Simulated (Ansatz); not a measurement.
Computed with Ansatz on PBE0-D4/def2-TZVP structures; ΔE is electronic, products minus reactants. CCSD(T)/CBS adds triple-zeta CCSD(T) − MP2 to the extrapolated MP2 energy (def2 sets, frozen cores). DFT in def2-TZVPP. B3LYP here is the variant with VWN-RPA as its local correlation; programs differ in this. For Ge outer-core shells are correlated without core-valence functions, which leaves a few kJ/mol of doubt a bond. Scalar relativity is left out up to krypton. Each species was taken in one conformer, which may not be the lowest.

Consider the formal exchange of groups at a Ge–O bond: `[SiH3][O][GeH3]` + `C[SiH](F)F` → `F[SiH](F)[CH2][GeH3]` + `O[SiH3]`.

```json
{"level": "r2SCAN-D4", "ΔE (kcal/mol)": "11.4", "difference from CCSD(T)/CBS": "1.0"}
{"level": "PBE0-D4", "ΔE (kcal/mol)": "10.0", "difference from CCSD(T)/CBS": "-0.4"}
{"level": "B3LYP-D4", "ΔE (kcal/mol)": "12.3", "difference from CCSD(T)/CBS": "1.9"}
{"level": "ωB97X-V", "ΔE (kcal/mol)": "11.8", "difference from CCSD(T)/CBS": "1.4"}
{"level": "ωB97M-V", "ΔE (kcal/mol)": "11.1", "difference from CCSD(T)/CBS": "0.7"}
{"level": "B2PLYP", "ΔE (kcal/mol)": "12.6", "difference from CCSD(T)/CBS": "2.2"}
{"level": "r2SCAN", "ΔE (kcal/mol)": "11.5", "difference from CCSD(T)/CBS": "1.1"}
{"level": "PBE0", "ΔE (kcal/mol)": "10.3", "difference from CCSD(T)/CBS": "-0.1"}
{"level": "B3LYP", "ΔE (kcal/mol)": "12.8", "difference from CCSD(T)/CBS": "2.4"}
{"level": "MP2/def2-TZVPP", "ΔE (kcal/mol)": "10.9", "difference from CCSD(T)/CBS": "0.5"}
{"level": "SCS-MP2/def2-TZVPP", "ΔE (kcal/mol)": "12.4", "difference from CCSD(T)/CBS": "2.0"}
{"level": "CCSD/def2-TZVPP", "ΔE (kcal/mol)": "11.5", "difference from CCSD(T)/CBS": "1.1"}
{"level": "CCSD(T)/def2-TZVPP", "ΔE (kcal/mol)": "11.0", "difference from CCSD(T)/CBS": "0.6"}
{"level": "HF/def2-QZVPP", "ΔE (kcal/mol)": "16.7", "difference from CCSD(T)/CBS": "6.3"}
{"level": "SCS-MP2/def2-QZVPP", "ΔE (kcal/mol)": "12.2", "difference from CCSD(T)/CBS": "1.8"}
{"level": "HF/CBS(def2)", "ΔE (kcal/mol)": "16.7", "difference from CCSD(T)/CBS": "6.3"}
{"level": "CCSD(T)/CBS", "ΔE (kcal/mol)": "10.4", "difference from CCSD(T)/CBS": "0"}
```

Largest T1 diagnostic among the species: 0.012.

In def2-TZVPP, CCSD(T) changes the Hartree–Fock value by −5.2 kcal/mol (the triples alone add −0.5 kcal/mol) and MP2 by −5.4 kcal/mol.
